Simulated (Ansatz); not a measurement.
Ti(OH)2Cl2 (TiCl2O2H2) was relaxed with r2SCAN-D4 (def2-SVP) in Ansatz in these states: charge +1 doublet, neutral singlet. The geometries follow in no particular order.

A:

```tsv
atom	x (Å)	y (Å)	z (Å)
Ti1	-0.118	0.360	0.020
O2	0.958	-0.773	-0.779
H3	1.641	-0.814	-1.460
O4	-1.056	-0.517	1.231
H5	-1.057	-1.449	1.489
Cl6	-1.458	1.258	-1.483
Cl7	1.090	1.934	0.983
```

B:

```xyz
7

Ti   -0.169    0.015    0.129
O     0.232   -1.434   -0.689
H     0.673   -2.095   -1.253
O     0.880    1.338   -0.156
H     1.610    1.893   -0.486
Cl   -0.821   -0.253    2.313
Cl   -2.404    0.536    0.141
```

Task: Judge from the bond lengths which geometry belongs to which state (an estimate).

Result: A is the neutral singlet (Ti1–Cl7 2.205 Å, Ti1–Cl6 2.205 Å, Ti1–O4 1.765 Å); B is the charge +1 doublet (Ti1–Cl7 2.295 Å, Ti1–Cl6 2.295 Å, Ti1–O4 1.712 Å).
